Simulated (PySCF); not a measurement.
How methods differ on the ionisation energy of Ne⁺

Ne⁺ [He] 2s2 2p5 (2P) → Ne²⁺ [He] 2s2 2p4 (3P), as a difference of total energies. Computed with PySCF 2.14 in aug-cc-pwCVDZ (5s4p2d, 27 functions), with the non-relativistic Hamiltonian (point nucleus). Correlated levels: valence: 1s2 frozen. The calculations carry no spin-orbit coupling.

```tsv
method	ionisation energy (eV)
UHF	39.302
SCS-MP2 (valence)	40.497
CCSD (valence)	40.478
CCSD(T) (valence)	40.502
```

Problem. Estimate what MP2 (valence) gives.

Solution. 40.545 eV, closest to CCSD(T) (valence) among the rows shown.

Problem. Estimate what CCSDT (valence) gives.

Solution. 40.503 eV, closest to CCSD(T) (valence) among the rows shown.

Errors of the correlated levels include the incompleteness of this basis and the frozen core.

For comparison: 40.963 eV (measured; NIST Atomic Spectra Database, ionization energies).
